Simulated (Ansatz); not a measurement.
```yaml
crystal:
  periodic: [false, false, false]
  atoms:
    - {symbol: O, position_ang: [-1.462706, 1.130078, -0.439698]}
    - {symbol: B, position_ang: [-0.415044, 0.343198, -0.236539]}
    - {symbol: Si, position_ang: [0.637963, -0.618547, 1.050835]}
    - {symbol: Zn, position_ang: [-0.229170, -1.615784, -1.472726]}
    - {symbol: H, position_ang: [-1.490110, 1.628509, -1.260286]}
    - {symbol: H, position_ang: [1.274938, 0.292897, 2.065273]}
    - {symbol: H, position_ang: [1.745529, -1.228350, 0.247442]}
basis:
  gaussian: {orbitals: def2-TZVP, fitting: {mean_field: def2-universal-jkfit}}
hamiltonian: {xc: {name: HF}}
correlation: {method: mp2, frozen_orbitals: {O: 0}}
accuracy: high
output: {forces: true}
```

```sh
$ ansatz run in.yaml --threads 4 --pin off --events-out ev --progress --plain --max-ram 10444MiB
```

Task: How does Ansatz answer? (Estimate.)

Result: Ansatz gave: The input was rejected before any iteration.
```
Functional definition: HF
Error: "frozen_orbitals" has no count for B
```
